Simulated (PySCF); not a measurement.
NbF₄, SMILES [F][Nb+]([F])([F])[F], charge +1, multiplicity 1. The structure is a stationary point at PBE0-D3(BJ)/def2-SVP. The spin state was assumed, not searched. The isomer is the one that the SMILES or the coordinates give; other isomers of the formula were not compared. The def2 effective core potentials stand for the cores of Nb; spin–orbit coupling is left out.

Computed with PBE0-D3(BJ)/def2-SVP (PySCF).

Harmonic wavenumbers (cm⁻¹): 189, 189, 190, 190, 190, 801, 843, 843, 843. Rotational constants (GHz): 3.124, 3.124, 3.124; symmetry number 12.

Q: Work out the zero-point energy and the ideal-gas rigid-rotor harmonic-oscillator thermochemistry at 298.15 K and 1 atm.

A: ZPE = ½ Σ hcν = ½ × 4279 cm⁻¹ = 25.59 kJ/mol. H − E(el) = 43.81 kJ/mol. Entropy in J/(mol K): translation 172.72, rotation 91.30, vibration 49.68, total 313.69. G − E(el) = -49.71 kJ/mol. Cp = 82.07 J/(mol K).
